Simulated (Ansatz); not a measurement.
Cost and result up the ladder for `C[Si](C)(C)[Si](C)(C)[Si](C)(C)[Si](C)(C)C` (44 atoms). Total charge 0; singlet. Geometry: PBE-D4/def2-SVP.

| atom | x (Å) | y (Å) | z (Å) |
| --- | --- | --- | --- |
| C1 | 2.9430 | -3.2682 | -0.7686 |
| Si2 | 2.0827 | -2.0762 | 0.4395 |
| C3 | 1.1463 | -3.0893 | 1.7492 |
| C4 | 3.4030 | -1.0086 | 1.2959 |
| Si5 | 0.5875 | -0.7031 | -0.7600 |
| C6 | 1.5968 | 0.5133 | -1.8350 |
| C7 | -0.4857 | -1.8004 | -1.8992 |
| Si8 | -0.8269 | 0.4735 | 0.7138 |
| C9 | 0.1737 | 1.1848 | 2.1789 |
| C10 | -2.1514 | -0.7288 | 1.3875 |
| Si11 | -1.9025 | 2.2490 | -0.4044 |
| C12 | -2.6573 | 1.6399 | -2.0409 |
| C13 | -3.2905 | 2.9352 | 0.7015 |
| C14 | -0.6582 | 3.6409 | -0.7655 |
| H15 | 3.5008 | -2.7120 | -1.5500 |
| H16 | 3.6661 | -3.9202 | -0.2337 |
| H17 | 2.2063 | -3.9225 | -1.2782 |
| H18 | 1.8314 | -3.7849 | 2.2788 |
| H19 | 0.3383 | -3.6942 | 1.2884 |
| H20 | 0.6821 | -2.4269 | 2.5086 |
| H21 | 3.9750 | -0.4137 | 0.5543 |
| H22 | 2.9448 | -0.3010 | 2.0164 |
| H23 | 4.1257 | -1.6432 | 1.8516 |
| H24 | 2.1821 | 1.2126 | -1.2037 |
| H25 | 2.3080 | -0.0309 | -2.4911 |
| H26 | 0.9294 | 1.1173 | -2.4845 |
| H27 | 0.1476 | -2.3625 | -2.6170 |
| H28 | -1.2070 | -1.1903 | -2.4817 |
| H29 | -1.0649 | -2.5375 | -1.3064 |
| H30 | 0.9970 | 1.8362 | 1.8210 |
| H31 | 0.6222 | 0.3709 | 2.7860 |
| H32 | -0.4741 | 1.7898 | 2.8472 |
| H33 | -1.6848 | -1.5837 | 1.9196 |
| H34 | -2.7694 | -1.1382 | 0.5625 |
| H35 | -2.8302 | -0.2111 | 2.0972 |
| H36 | -3.3587 | 0.7969 | -1.8717 |
| H37 | -1.8683 | 1.2889 | -2.7374 |
| H38 | -3.2196 | 2.4532 | -2.5468 |
| H39 | -3.8087 | 3.7836 | 0.2057 |
| H40 | -4.0480 | 2.1559 | 0.9234 |
| H41 | -2.8873 | 3.3018 | 1.6680 |
| H42 | 0.1670 | 3.2859 | -1.4158 |
| H43 | -1.1547 | 4.4929 | -1.2768 |
| H44 | -0.2082 | 4.0248 | 0.1732 |

Ansatz on 2 threads of AMD EPYC 7R13 on a shared host and a share (18 GiB) of an NVIDIA H100 80GB HBM3. Times are rough, and most runs start from the orbitals of an earlier one. PBE0-D4/def2-TZVP serves as the yardstick here, not as an exact answer. Differences are given only for rows in sets of like size (and for xTB, whose basis is part of the method), since another set adds its own error. Binding counts from free atoms at the same level (C triplet, Si triplet, H doublet; other spins of the atoms weren't run), without zero-point energy or a counterpoise term.

Single mean-field runs in def2-TZVP are fitted with def2-universal-jkfit.

```
                            level  functions  wall time  binding energy per atom (eV)  difference from PBE0-D4/def2-TZVP (eV)
   PBE-D4/def2-TZVP (with forces)        638       11 s                          3.98                                    0.03
                  PBE-D4/def2-SVP        362       13 s                          3.99                                       –
r2SCAN-D4/def2-TZVP (with forces)        638       15 s                          3.94                                   -0.01
                PBE0-D4/def2-TZVP        638       17 s                          3.95                                    0.00
                 PBE0-D4/def2-SVP        362       18 s                          3.97                                       –
```
